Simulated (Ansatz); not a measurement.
`[GeH3][O]C1CO1`. The species carries charge 0 and has multiplicity 1. The structure was optimised at the PBE0-D4/def2-TZVP level. It is one conformer, not always the lowest.

```xyz
11

Ge   -0.109   -1.833    0.273
O    -0.768   -0.221    0.687
C     0.026    0.879    0.499
C     0.077    1.564   -0.792
O    -0.661    2.075    0.321
H    -1.232   -2.799    0.649
H     0.213   -1.858   -1.232
H     1.168   -2.072    1.098
H     0.875    0.942    1.183
H    -0.535    1.175   -1.601
H     0.947    2.148   -1.083
```

(1) What is the dipole moment at B3LYP/def2-TZVPP? (An estimate is asked.)

(2) And with PBE, r2SCAN, ωB97M-V? (An estimate is asked.)

(3) Give the Mulliken charges with B3LYP, r2SCAN, PBE in def2-TZVPP. (Estimate.)

Answers

(1) Computed: 3.06 D, with components (2.02, -2.00, -1.12) D in this frame, pointing from negative to positive charge.

(2) The calculation gave: PBE 2.79 D, r2SCAN 2.92 D, ωB97M-V 3.11 D.

(3) Ansatz gave: 
```json
{"atom": "Ge1", "B3LYP": "0.29", "r2SCAN": "0.30", "PBE": "0.25"}
{"atom": "O2", "B3LYP": "-0.38", "r2SCAN": "-0.39", "PBE": "-0.31"}
{"atom": "C3", "B3LYP": "0.18", "r2SCAN": "0.22", "PBE": "0.12"}
{"atom": "C4", "B3LYP": "-0.01", "r2SCAN": "0.06", "PBE": "-0.01"}
{"atom": "O5", "B3LYP": "-0.32", "r2SCAN": "-0.32", "PBE": "-0.25"}
{"atom": "H6", "B3LYP": "0.01", "r2SCAN": "0.01", "PBE": "0.01"}
{"atom": "H7", "B3LYP": "-0.01", "r2SCAN": "-0.02", "PBE": "-0.02"}
{"atom": "H8", "B3LYP": "-0.01", "r2SCAN": "-0.01", "PBE": "-0.01"}
{"atom": "H9", "B3LYP": "0.08", "r2SCAN": "0.05", "PBE": "0.07"}
{"atom": "H10", "B3LYP": "0.09", "r2SCAN": "0.06", "PBE": "0.08"}
{"atom": "H11", "B3LYP": "0.08", "r2SCAN": "0.04", "PBE": "0.07"}
```

B3LYP here is the variant with VWN-RPA as its local correlation; programs differ in this.
